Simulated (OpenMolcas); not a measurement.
**Multiplet structure of Ga I**

```
Program             : OpenMolcas
Method              : SS-CASPT2, IPEA 0.25 Eh, imaginary shift 0.1 Eh (closed shells correlated: 3d 4s)
Basis               : ANO-RCC-VTZP [6s5p3d1f]
Scalar Hamiltonian  : DKH2, point nucleus
Active space        : 1 electron in 3 orbitals (4p)
State averaging     : 2S+1 = 2 odd, 3 roots
Spin-orbit coupling : RASSI with atomic mean-field integrals over the reference wave functions, term energies averaged over their components
```

With spin-orbit coupling, above the lowest level:

| Configuration | Term | J | E (cm⁻¹) | Measured (cm⁻¹) | Term weight % |
| --- | --- | --- | --- | --- | --- |
| 4s² 4p | ²P° | 1/2 | 0.0 | 0.0 | 100 |
| 4s² 4p | ²P° | 3/2 | 738 | 826 | 100 |

Against the measured value (NIST Handbook of Basic Atomic Spectroscopic Data): 4s² 4p ²P°_3/2: computed 738, measured 826 cm⁻¹ (-10.6 %).

Spin-orbit coupling puts the lowest level 492 cm⁻¹ below the lowest spin-free term.

With one active electron, CASPT2 adds the correlation within the correlated inactive shells and between them and that electron, and leaves the splitting within a term as the reference gives it. Measured partners are found by configuration, term and J. A level has none where our copy of the source lacks it or the pairing is in doubt (some pairs that miss far off the trend of their configuration count as doubtful), and it then counts in no deviation. Levels of configurations outside the active space are missing.

The term weight is that of the spin-free term in the level, not the purity of its configuration. ° marks odd parity.
